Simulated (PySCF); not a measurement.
C₂H₆BClS, SMILES CB(Cl)SC.

Coordinates come from a PBE-D3(BJ)/def2-SVP optimisation. The structure was generated by enumeration, and PubChem lists no compound with its InChIKey, so it may never have been made. The values are those of a single conformer.

Level of theory: PySCF with PBE-D3(BJ)/def2-SVP.

Frequencies are harmonic and unscaled.

| mode | ν (cm⁻¹) | IR (km/mol) | moving atoms (share of kinetic energy) |
|---|---|---|---|
| 1 | 52 | 0.8 | H 97 % |
| 2 | 112 | 0.7 | C 34 %, H 34 %, S 20 %, Cl 10 % |
| 3 | 138 | 0.0 | H 85 %, S 9 % |
| 4 | 184 | 0.4 | C 46 %, H 22 %, S 13 %, Cl 13 % |
| 5 | 266 | 0.7 | C 36 %, Cl 22 %, S 20 %, H 18 % |
| 6 | 304 | 1.5 | Cl 33 %, C 22 %, S 20 %, H 20 % |
| 7 | 381 | 0.0 | B 64 %, H 30 % |
| 8 | 536 | 4.7 | C 37 %, S 25 %, Cl 19 %, H 13 % |
| 9 | 701 | 1.8 | C 56 %, S 31 %, H 11 % |
| 10 | 750 | 34.7 | H 52 %, B 19 %, C 15 %, S 8 % |
| 11 | 809 | 8.0 | H 59 %, B 21 %, C 20 % |
| 12 | 920 | 4.2 | H 83 %, C 15 % |
| 13 | 939 | 13.2 | H 77 %, C 17 % |
| 14 | 1003 | 226.8 | B 64 %, H 22 %, C 10 % |
| 15 | 1091 | 65.6 | B 62 %, H 27 % |
| 16 | 1273 | 66.2 | H 63 %, C 29 %, B 8 % |
| 17 | 1283 | 3.6 | H 86 %, C 13 % |
| 18 | 1373 | 4.6 | H 95 % |
| 19 | 1381 | 1.9 | H 96 % |
| 20 | 1399 | 8.4 | H 96 % |
| 21 | 1404 | 17.6 | H 96 % |
| 22 | 2966 | 1.3 | H 97 % |
| 23 | 2988 | 14.0 | H 98 % |
| 24 | 3039 | 3.3 | H 91 %, C 9 % |
| 25 | 3087 | 5.6 | H 91 %, C 9 % |
| 26 | 3096 | 3.2 | H 90 %, C 10 % |
| 27 | 3105 | 2.3 | H 90 %, C 10 % |
